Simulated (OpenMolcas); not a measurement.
An atom or ion with 23 electrons was computed by SS-RASPT2, IPEA 0.25 Eh, imaginary shift 0.1 Eh with spin-orbit coupling (OpenMolcas, ANO-RCC-VTZP, DKH2). The lowest levels that the run gave, each within 12 % of the measured value where one is at hand:

```tsv
J	Parity	E (cm⁻¹)	g
5/2	even	0.0	2.001
5/2	even	47610	0.574
7/2	even	47750	0.985
11/2	even	47780	1.273
9/2	even	47830	1.172
5/2	even	52340	1.569
3/2	even	52640	1.679
1/2	even	52990	2.568
7/2	even	57410	1.427
1/2	even	57770	0.099
3/2	even	58080	1.252
5/2	even	58150	1.396
```

Question: Which ion is it, and what are the configurations and terms?

Answer: Cu6+ (Z = 29, charge +6; active space 11 electrons in 8 orbitals (RAS1 3p, at most 2 holes; RAS2 3d)). J, parity and g give the terms where levels are pure, and mixed ones are named by the computed weights; the size of the splittings, set against known spectra of the 23-electron sequence, gives the charge. In order, with the measured energies in cm⁻¹ (the list in Gamrath, thesis, University of Mons (2023)): 3d⁵ ⁶S_5/2, 3d⁵ ⁴G_5/2, 3d⁵ ⁴G_7/2, 3d⁵ ⁴G_11/2, 3d⁵ ⁴G_9/2, 3d⁵ ⁴P_5/2 (50732), 3d⁵ ⁴P_3/2 (51067), 3d⁵ ⁴P_1/2 (51407), 3d⁵ ⁴D_7/2 (55742), 3d⁵ ⁴D_1/2 (56210), 3d⁵ ⁴D_3/2 (56428), 3d⁵ ⁴D_5/2 (56427).

Term energies are means over components that CASPT2 splits; among the terms shown or strongly mixed into the levels shown the widest spread is 42 cm-1 (3d⁵ ⁴G). Active for correlation alone: 3p; no level in the range computed is led by a configuration that opens it, so any true level of that kind is missing. Computed and measured levels are paired by configuration, term and J; levels that our copy of the source lacks, or whose pairing is in doubt (as where it misses far off the trend of its configuration), stay unpaired and out of the deviations. Only configurations of the active space appear.
